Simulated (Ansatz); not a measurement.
Computed with Ansatz on PBE0-D4/def2-TZVP structures; ΔE is electronic, products minus reactants. CCSD(T)/CBS is the MP2 limit (def2-TZVPP, def2-QZVPP) plus CCSD(T) − MP2 in def2-TZVPP, frozen cores. This one scheme is used for every species. DFT in def2-TZVPP. HSE06 is defined as in plane-wave codes. Each species was taken in one conformer, which may not be the lowest.

Consider the ligand exchange at a B–S bond: `BSB(O)Cl` + `C=N` → `BN=C` + `OB(S)Cl`.

`BSB(O)Cl`:

Z-matrix (Å, degrees):
```
B
S 1 1.779
H 1 1.187 2 121.5
H 1 1.191 2 115.3 3 -180.0
B 2 1.842 1 107.6 3 -0.0
Cl 5 1.747 2 124.3 1 -0.1
O 5 1.346 2 118.3 1 180.0
H 7 0.962 5 114.1 2 -0.0
```

`C=N`:

Z-matrix (Å, degrees):
```
C
N 1 1.261
H 1 1.096 2 124.9
H 1 1.092 2 118.8 3 -180.0
H 2 1.021 1 111.0 3 -0.0
```

`BN=C`:

Cartesian coordinates in Å:
```
B 0.447 -0.662 1.029
N -0.017 0.025 -0.038
C -0.442 0.655 -1.018
H 1.308 -1.475 0.857
H -0.020 -0.433 2.106
H 0.009 1.603 -1.326
H -1.285 0.288 -1.610
```

`OB(S)Cl`:

Z-matrix (Å, degrees):
```
B
S 1 1.800
Cl 1 1.770 2 117.6
O 1 1.348 2 121.5 3 180.0
H 2 1.344 1 94.9 3 -180.0
H 4 0.962 1 113.2 2 -180.0
```

```json
{"level": "BHLYP-D4", "ΔE (kcal/mol)": "-12.1"}
{"level": "HSE06", "ΔE (kcal/mol)": "-13.2"}
{"level": "CCSD(T)/def2-SVP", "ΔE (kcal/mol)": "-12.7"}
{"level": "SCS-MP2/def2-TZVPP", "ΔE (kcal/mol)": "-9.7"}
```

(1) What does CCSD(T)/CBS give? (Estimate.)

Largest T1 diagnostic among the species: 0.016.

## Answers

(1) Computed: -9.9 kcal/mol. The listed levels differ from it by -2.2, -3.3, -2.8, 0.2 kcal/mol.

From PBE to PBE0 (25 % exact exchange), in def2-TZVPP and without D4, ΔE moves by +1.8 kcal/mol. At CCSD(T), def2-SVP lies −2.8 kcal/mol from the extrapolated value and def2-TZVPP +0.0 kcal/mol. The D4 term adds +0.9 kcal/mol with B3LYP and +0.5 kcal/mol with PBE0; it sums over pairs of atoms, weighted by their polarisabilities, and B3LYP, whose exchange is more repulsive, gets the larger term.

B3LYP here is the variant with VWN-RPA as its local correlation; programs differ in this.
